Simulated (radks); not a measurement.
Results of a calculation; reference values are marked as such.
Problem. These are the eigenvalues of the occupied orbitals of an atom or ion with whole-number occupations (eV). Code: a radial shooting solver on a logarithmic mesh with Libxc functionals. Model: scalar-relativistic Kohn-Sham, PBE, spin-polarised, spherical densities, finite nucleus; Fermi nuclear charge, rms radius of each element as measured or else 0.836 A^(1/3) + 0.57 fm.

| orbital | eigenvalue |
|---|---|
| 1s up | -50105.05 |
| 1s down | -50105.05 |
| 2s up | -8282.295 |
| 2s down | -8282.207 |
| 2p up | -7372.066 |
| 2p down | -7371.999 |
| 3s up | -1846.501 |
| 3s down | -1844.057 |
| 3p up | -1564.453 |
| 3p down | -1562.018 |
| 3d up | -1191.639 |
| 3d down | -1189.756 |
| 4s up | -383.0282 |
| 4s down | -377.3810 |
| 4p up | -289.8318 |
| 4p down | -284.2404 |
| 4d up | -160.8136 |
| 4d down | -155.2916 |
| 5s up | -57.8295 |
| 5s down | -54.7556 |
| 5p up | -34.1702 |
| 5p down | -31.7091 |
| 4f up | -20.5360 |
| 5d up | -6.4558 |
| 6s up | -6.1643 |
| 6s down | -5.1499 |
| 6p up | -2.5571 |

Which element is it, and in what charge state? The configuration may be excited. Open shells, if any, are filled with parallel spins first.

Solution. Z = 64, gadolinium, charge 0: Gd in [Xe] 4f6 5d1 6s2 6p1. The list shows which subshells hold electrons but not how many an open one holds; the 1s level, -1841.3 hartree, gives Z - s = 60.7 by -(Z - s)^2/2, which with screening and relativity narrows Z to a few neighbours, and the depths of the outer levels then fix element, charge and occupations together.
